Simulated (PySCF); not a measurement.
Bonds (- single, = double, # triple, : aromatic): B1-C2 1.611 Å, C2=C3 1.349 Å, C3-C4 1.500 Å. B1 carries H5, H6, H7; C2 carries H8; C3 carries H9; C4 carries H10, H11, H12. Formal charges: B1 -1. Stereochemistry as in [BH3-]/C=C\C.

Total charge -1.

Geometry: PBE0-D3(BJ)/def2-SVP; GIAO shifts from PySCF, gas phase, non-relativistic, averaged over equivalent atoms.

At PBE0/pcSseg-1 (108 basis functions, 6.2 s wall time on 1 thread of an x86-64 server CPU, shared host):
| atoms | δ (ppm) |
| --- | --- |
| B1 | -39.3 |
| C2 | 172.6 |
| C3 | 118.8 |
| C4 | 18.5 |
| H8 | 6.68 |
| H9 | 5.09 |
| H10/H11/H12 | 1.78 |
| H5/H6/H7 | 1.11 |

δ = σ(ref) − σ, references computed at the same level: BF3·OEt2 for ¹¹B (100.73 ppm); TMS for ¹³C (184.41 ppm) and ¹H (31.27 ppm).

Predict the values at PBE0/pcSseg-2 on the same geometry.

Results:


| atoms | δ at PBE0/pcSseg-2 | change |
| --- | --- | --- |
| B1 | -40.1 | -0.8 |
| C2 | 177.6 | +5.0 |
| C3 | 122.9 | +4.1 |
| C4 | 18.7 | +0.2 |
| H8 | 6.74 | +0.06 |
| H9 | 5.42 | +0.33 |
| H10/H11/H12 | 1.93 | +0.15 |
| H5/H6/H7 | 1.13 | +0.02 |

Shifts are taken against calculated references (same method and geometry level): ¹¹B (σref 99.07) against BF3·OEt2; ¹³C (σref 184.13) and ¹H (σref 31.25) vs TMS.

The largest change is at C2 (alkene CH). Cost: 256 basis functions, 21 s wall time on 1 thread of an x86-64 server CPU, shared host. The order of the carbon signals is the same at both levels.

A carbon bonded to boron is broadened by the quadrupolar boron nucleus and is often missing from a measured spectrum.
